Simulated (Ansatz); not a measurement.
CH5ClOSi2 can be A, `O=C[SiH]([SiH3])Cl`, or B, `Cl[SiH2][SiH]1CO1`.

Calculated with Ansatz (gas phase, PBE0-D4/def2-TZVP geometries, no zero-point term in ΔE). CBS: MP2 limit from def2 TZ/QZ plus the TZ coupled-cluster correction, frozen cores. Functionals use def2-TZVPP. B3LYP here is the variant with VWN-RPA as its local correlation; programs differ in this. One conformer a species, not always the lowest.

(1) Which isomer does CCSD(T)/CBS put lower? Give the gap. (Best estimate.)

(2) Give E(B) − E(A) in kJ/mol with PBE0-D4, r2SCAN-D4, MP2/def2-TZVPP, B3LYP-D4, ωB97M-V, HF/def2-TZVPP, B2PLYP. (Estimate.)

Largest T1 diagnostic: 0.014.

## Answers

(1) The calculation gave: B, by 23.4 kJ/mol.

(2) Computed: PBE0-D4 -25.4, r2SCAN-D4 -27.3, MP2/def2-TZVPP -29.3, B3LYP-D4 -11.5, ωB97M-V -22.2, HF/def2-TZVPP 5.2, B2PLYP -17.5. The order is the other way round with HF/def2-TZVPP.

From PBE to PBE0 (25 % exact exchange), in def2-TZVPP and without D4, E(B) − E(A) moves by −4.3 kJ/mol. In def2-TZVPP, CCSD(T) changes the Hartree–Fock value by −23.1 kJ/mol (the triples alone add −1.0 kJ/mol) and MP2 by −34.5 kJ/mol.
